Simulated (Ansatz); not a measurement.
AlF2H3O2Si, SMILES [OH][Al]([OH])[SiH](F)F.

The structure is a stationary point at ωB97X-D3(BJ)/def2-SVP. The structure was generated by enumeration; whether it is a known compound was not checked. One conformer was computed; it need not be the lowest.

Two levels are set side by side: PBE/def2-SVPD (Ansatz, an electronic-structure program) and PBE0/def2-SVPD (Ansatz). Energy differences of separate SCF runs at the same geometry; the states with an electron removed or added have multiplicity 2 and 2. Differences are taken from unrounded values.

```
quantity                            PBE0
---------------------------------  -----
vertical ionisation energy (eV)    10.72
vertical singlet–triplet gap (eV)   4.79
```

What does PBE give, and how far is it from PBE0? (The exact figures need the calculation; the answer reports its results.)


| quantity | PBE | PBE minus PBE0 |
|---|---|---|
| vertical ionisation energy (eV) | 10.24 | -0.48 |
| vertical singlet–triplet gap (eV) | 4.58 | -0.21 |
